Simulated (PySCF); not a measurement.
BrCs, charge -1, doublet, at the geometry of the source list (a state made from the parent by changing its charge; the spin is typed, not shown lowest) (core potentials on Cs) (in this run its highest filled SCF level lies above zero, so its values depend strongly on the basis, on diffuse functions most of all). Base run: PBE0/def2-SVP (PySCF).

PySCF was given this input:
```python
from pyscf import gto, scf, dft

mol = gto.Mole()
mol.atom = '''
    Cs   -1.02520000   -0.71830000   -0.87230000
    Br    1.02520000    0.71830000    0.87230000
'''
mol.basis = 'def2-svp'
mol.ecp = {'Cs': 'def2-svp'}
mol.charge = -1
mol.spin = 1
mol.verbose = 4
mol.build()

mf = dft.UKS(mol)
mf.xc = 'pbe0'
mf.kernel()
```

Each row names what was changed in the base input (with any setting that the change needs).

| change | ΔE vs base (mEh) | fitting functions | outcome |
|---|---|---|---|
| base | 0.000 | - | converged |
| auxbasis = def2-universal-jkfit | -0.014 | 396 | converged |
| auxbasis = cc-pvtz-jkfit | - | - | input refused |
| exchange = seminumerical (SGX) (with mf = sgx.sgx_fit(mf, auxbasis='def2-universal-jfit'); with mf.with_df.dfj = True) | -0.111 | 114 | converged |
| auxbasis = cc-pvdz-jkfit | - | - | input refused |
| auxbasis = cc-pvqz-jkfit | - | - | input refused |
| only_dfj = on; auxbasis = def2-universal-jfit | -0.106 | 114 | converged |
| auxbasis = even-tempered beta=3.0 | -24.001 | 299 | converged |
| auxbasis = even-tempered beta=1.6 | 0.006 | 640 | converged |
| auxbasis = even-tempered beta=2.0 | -0.061 | 449 | converged |

A fitting set is made for a task (jfit for Coulomb, jkfit for Coulomb and exchange, ri for correlation) and for a family of orbital bases.

Open shells are given as the SCF converged; they aren't shown to be the lowest states, and a large step between rows can be another state.

- auxbasis = cc-pvtz-jkfit: ended with `pyscf.lib.exceptions.BasisNotFoundError: Basis set not found for Cs in cc-pvtz-jkfit`
- auxbasis = cc-pvdz-jkfit: ended with `pyscf.lib.exceptions.BasisNotFoundError: Basis set not found for Cs in cc-pvdz-jkfit`
- auxbasis = cc-pvqz-jkfit: ended with `pyscf.lib.exceptions.BasisNotFoundError: Basis set not found for Cs in cc-pvqz-jkfit`
